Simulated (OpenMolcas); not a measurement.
# 4d8 along the 44-electron sequence

| Quantity | Value |
| --- | --- |
| Program | OpenMolcas 26.06 |
| Method | MS-RASPT2, IPEA 0.25 Eh, imaginary shift 0.1 Eh |
| Basis | ANO-RCC-VTZP |
| Scalar Hamiltonian | DKH2, point nucleus |
| Spin-orbit coupling | RASSI with atomic mean-field integrals over the reference wave functions, term energies averaged over their components |

Active space for each ion: 8 electrons in 9 orbitals (RAS2 4d 5s; RAS3 5p, at most 2 electrons); closed shells correlated by CASPT2: 4s 4p.

Computed levels in cm-1 above 3F4:

```
                               Level    Rh+   Pd2+   Ag3+
                                 3F3   2520   3320   4180
                                 3F2   3620   4730   5790
                                 3P2   7310  10120  11900
                                 3P1   9530  13550  16100
                                 3P0   9800  13800  16330
                                 1D2  10880  14450  17270
                                 1G4  14050  18220  21250
                                 1S0  35110  41760  48130
weight of 3F in the lowest level (%)     99     99     99
```

Mixed levels, with the weight of the term that names them: Rh+ 3P2 (66 %), Rh+ 1D2 (64 %), Pd2+ 3P2 (54 %), Pd2+ 1D2 (52 %), Ag3+ 3P2 (55 %), Ag3+ 1D2 (52 %).

Measured, with the error of the calculation in %. Measured levels: Rh+ from NIST Handbook of Basic Atomic Spectroscopic Data; Pd2+ from Moore, Atomic Energy Levels, vol. III, NSRDS-NBS 35 (1971 reprint of NBS Circular 467, 1958); Ag3+ from the list in Gamrath, thesis, University of Mons (2023).

| Level | Rh+ | Pd2+ | Ag3+ |
| --- | --- | --- | --- |
| 3F3 | 2401 (+5.0) | 3230 (+2.9) | 4172 (+0.2) |
| 3F2 | 3581 (+1.1) | 4687 (+0.8) | 5830 (-0.7) |
| 3P2 | 8164 (-10.5) |  |  |
| 3P1 | 10515 (-9.3) | 13470 (+0.6) | 15900 (+1.2) |
| 3P0 | 10761 (-9.0) | 13699 (+0.7) | 16092 (+1.4) |
| 1D2 | 11644 (-6.5) |  |  |
| 1G4 | 14855 (-5.4) | 17880 (+1.9) | 20570 (+3.3) |
| 1S0 |  |  | 47139 (+2.1) |

The fine-structure level 3F2 changes by a factor of 1.6 from Rh+ to Ag3+. Its fourth root runs 7.76, 8.29, 8.72, with steps per unit of Z of 0.54, 0.43; equal steps would mean a (Z - σ)^4 law with constant σ.

3P2 changes by a factor of 1.63 over the same range, with steps per unit of Z of +2810, +1780 cm-1.

CASPT2 does not keep the components of a term degenerate, so their means are used; among the terms shown or strongly mixed into the levels shown the widest spread is 1600 cm-1 (4d8 3F, Rh+). Some high roots are left out of the spin-orbit mixing, which shifts the levels that they would mix with. Terms from blocks run as CI alone lack orbitals of their own. Measured partners are found by configuration, term and J. A level has none where our copy of the source lacks it or the pairing is in doubt (some pairs that miss far off the trend of their configuration count as doubtful), and it then counts in no deviation. Only configurations of the active space appear.
